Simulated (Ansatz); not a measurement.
Molecule: CuF, charge -1, multiplicity 2. The spin state was set by rule; other spins were not relaxed. 
Geometry from a B3LYP-D3(BJ)/def2-TZVP (Ansatz, a program for electronic structure) optimisation:
```
Cu
F 1 1.8732
```
Charge -1, spin multiplicity 2.

Total electronic energies in hartree. Correlated levels leave the core frozen unless marked. UHF or UKS for open shells. No spin-orbit coupling. The frozen core is the preceding noble-gas configuration, with the filled d and f shells of earlier blocks. Non-relativistic. CBS(X,Y): correlation extrapolated as X^-3; Hartree-Fock from the larger set. The program attaches cautions to a run behind HF/STO-3G: large difference.

```csv
level,program,energy (Eh)
HF/STO-3G,Ansatz,-1718.43032
HF/6-31G*,Ansatz,-1738.11930
SVWN5/def2-TZVPD,Ansatz,-1737.07767
PBE/def2-TZVPD,Ansatz,-1740.12422
revPBE-D4/def2-TZVPD,Ansatz + dftd4,-1740.32983
r2SCAN-D4/def2-TZVPD,Ansatz + dftd4,-1740.40201
PBE0/STO-3G,Ansatz,-1719.68648
PBE0-D3(BJ)/def2-TZVPD,Ansatz + dftd3,-1740.11148
PBE0-D4/def2-TZVPD,Ansatz + dftd4,-1740.11167
HSE06/def2-TZVPD,Ansatz,-1740.10403
B2GP-PLYP/def2-TZVPD,Ansatz,-1739.96268
B2PLYP-D3(BJ)/def2-TZVPD,Ansatz + dftd3,-1740.10389
PBE-QIDH/def2-TZVPD,Ansatz,-1739.81421
RPA@PBE/def2-TZVPP,Ansatz,-1739.39202
RPA@PBE/def2-QZVPP,Ansatz,-1739.53639
MP2/def2-TZVPPD,Ansatz,-1739.21709
SCS-MP2/6-31G,Ansatz,-1738.39433
CCSD/def2-QZVPPD,Ansatz,-1739.24295
CCSD(T)/6-31G*,Ansatz,-1738.53108
CCSD(T)/def2-TZVPPD,Ansatz,-1739.17926
CCSD(T)/def2-QZVPPD,Ansatz,-1739.27778
CCSDT/def2-SVP,Ansatz,-1738.53224
"CCSD(T)/CBS(def2-TZVPPD,def2-QZVPPD)",Ansatz,-1739.3164
```

Totals of different functionals don't rank their quality; only differences between species are comparable.
